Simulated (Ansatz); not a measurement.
The inner images of a band of BClFH3O (7 atoms, charge 0, multiplicity 1) are given out of order.

Level of theory: Ansatz 0.2.0, RKS PBE0-D4/def2-SVP.

Image 0:

```xyz
7
Properties=species:S:1:pos:R:3
B 0.023 0.054 0.154
F -0.133 -0.693 1.280
Cl 1.626 -0.217 -0.704
H -0.937 0.180 -0.567
O 0.287 1.587 0.817
H 1.231 1.748 0.639
H 0.201 1.467 1.776
```

Image 6:

```xyz
7
Properties=species:S:1:pos:R:3
B 0.261 0.510 -0.370
F -0.314 -0.220 2.405
Cl 1.671 -0.188 -1.153
H -0.841 0.121 -0.634
O 0.410 1.519 0.522
H 1.332 1.782 0.646
H -0.221 0.602 1.979
```

Task: Put them in order from the first end to the last, with their energies above the first end.
A.
```xyz
7
Properties=species:S:1:pos:R:3
B 0.036 0.106 0.134
F -0.137 -0.561 1.335
Cl 1.616 -0.281 -0.692
H -0.933 0.192 -0.575
O 0.280 1.602 0.813
H 1.208 1.855 0.669
H 0.227 1.214 1.709
```
B.
```xyz
7
Properties=species:S:1:pos:R:3
B 0.219 0.529 -0.291
F -0.201 -0.336 2.152
Cl 1.634 -0.320 -0.897
H -0.886 0.184 -0.598
O 0.374 1.632 0.486
H 1.303 1.871 0.611
H -0.146 0.566 1.930
```
C.
```xyz
7
Properties=species:S:1:pos:R:3
B 0.168 0.480 -0.144
F -0.144 -0.346 1.805
Cl 1.608 -0.357 -0.728
H -0.922 0.190 -0.545
O 0.334 1.661 0.555
H 1.265 1.908 0.632
H -0.012 0.591 1.819
```
D.
```xyz
7
Properties=species:S:1:pos:R:3
B 0.108 0.327 0.033
F -0.121 -0.320 1.544
Cl 1.603 -0.346 -0.679
H -0.929 0.195 -0.555
O 0.307 1.623 0.723
H 1.233 1.898 0.668
H 0.096 0.751 1.661
```
E.
```xyz
7
Properties=species:S:1:pos:R:3
B 0.067 0.205 0.100
F -0.121 -0.421 1.424
Cl 1.605 -0.316 -0.690
H -0.932 0.200 -0.564
O 0.289 1.603 0.801
H 1.215 1.882 0.696
H 0.173 0.972 1.627
```

Result: A (+2.1 kcal/mol), E (+11.7 kcal/mol), D (+22.1 kcal/mol), C (+14.1 kcal/mol), B (+10.4 kcal/mol).

The run took 3 min on 1 thread of Arm Neoverse V1, with other jobs on the host, peak memory 0.15 GiB.
